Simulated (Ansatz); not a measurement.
`C[O][Al]([NH2])[NH2]` and `[NH2][Al]([NH2])[O][SiH3]` differ in one element.

Ansatz, PBE0-D4/def2-TZVP geometries, multiplicity 1. Each molecule was computed in one conformer, which needn't be the lowest.

```json
{"property": "LUMO energy (ωB97M-V/def2-TZVPP) / eV", "`C[O][Al]([NH2])[NH2]`": "1.63"}
{"property": "HOMO–LUMO gap (PBE0/def2-TZVPP) / eV", "`C[O][Al]([NH2])[NH2]`": "7.06"}
{"property": "LUMO energy (PBE0/def2-TZVPP) / eV", "`C[O][Al]([NH2])[NH2]`": "0.17"}
{"property": "HOMO energy (PBE/def2-TZVPP) / eV", "`C[O][Al]([NH2])[NH2]`": "-5.46"}
{"property": "HOMO energy (B3LYP/def2-TZVPP) / eV", "`C[O][Al]([NH2])[NH2]`": "-6.64"}
{"property": "HOMO–LUMO gap (B3LYP/def2-TZVPP) / eV", "`C[O][Al]([NH2])[NH2]`": "6.49"}
```

**Question.** Give the same properties after the change, and the shifts. (Estimate.)

**Answer.** Computed: 
```tsv
property	`[NH2][Al]([NH2])[O][SiH3]`	shift
LUMO energy (ωB97M-V/def2-TZVPP) / eV	1.34	-0.29
HOMO–LUMO gap (PBE0/def2-TZVPP) / eV	6.89	-0.17
LUMO energy (PBE0/def2-TZVPP) / eV	-0.16	-0.33
HOMO energy (PBE/def2-TZVPP) / eV	-5.63	-0.17
HOMO energy (B3LYP/def2-TZVPP) / eV	-6.79	-0.15
HOMO–LUMO gap (B3LYP/def2-TZVPP) / eV	6.35	-0.14
```

With PBE0 the HOMO falls by 0.15 eV and the LUMO falls by 0.33 eV, so the gap narrows by about 0.18 eV. PBE moves the HOMO by -0.17 eV and ωB97M-V by -0.16 eV.

B3LYP here is the variant with VWN-RPA as its local correlation; programs differ in this.
